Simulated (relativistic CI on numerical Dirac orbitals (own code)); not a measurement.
**Hyperfine structure of Ti¹⁶⁺, mass number 49**

Computed by Dirac-Coulomb-Breit CI, orbitals from a KLI potential per configuration, model QED, unscaled Slater integrals (own radial code, finite nucleus).

CI space (outside the closed core 1s2): 2s²2p², 2s2p³, 2p⁴, 2p³3s, 2p³3p, 2p³3d, 2s²2p3s, 2s²2p3p, 2s²2p3d, 2s2p²3s, 2s2p²3p, 2s2p²3d, 2s²2p4s, 2s²2p4p, 2s²2p4d, 2s²2p4f. Levels of other configurations are missing.

Nuclear spin I = 7/2, μ = -1.1037 μN, Q = 0.247 b (tables of Stone and Pyykkö). The electronic factors are computed for point nuclear moments, without core polarisation or the Bohr-Weisskopf and QED corrections.

| Level | E (cm⁻¹) | A (MHz) | B (MHz) |
| --- | --- | --- | --- |
| 2s²2p² ³P1 | 29523 | 46.7 | 3690 |
| 2s²2p² ³P2 | 55825 | -7791 | -5430 |
| 2s²2p² ¹D2 | 143126 | -8229 | 12700 |
| 2s2p³ ⁵S°2 | 325916 | -22240 | 18.7 |
| 2s2p³ ³D°2 | 581387 | -14820 | 7210 |
| 2s2p³ ³D°1 | 582739 | 13190 | 3930 |
| 2s2p³ ³D°3 | 589131 | -22610 | -59.7 |
| 2s2p³ ³P°1 | 684501 | -29820 | -3980 |

Levels with J = 0, under 50 % of one LS term, or S terms without an open s electron are left out. Small factors come from cancelling terms and can be off by tens of per cent or more.

At this charge energies of transitions that change n are usually good to better than 1 %, and those within a shell (Δn = 0) to a few per cent.

(1) Give the hyperfine levels of 2s²2p² ³P2 relative to its centre of gravity.

Answers

(1) With K = F(F + 1) − I(I + 1) − J(J + 1), E = AK/2 + B[¾K(K + 1) − I(I + 1)J(J + 1)]/[2I(2I − 1)J(2J − 1)]: F = 3/2: 67210, F = 5/2: 50160, F = 7/2: 24920, F = 9/2: -9844, F = 11/2: -55890 MHz.

LS names give the leading component of a level, which can be under half, so a name can repeat, a term be missing and a line seem to break the LS rules.
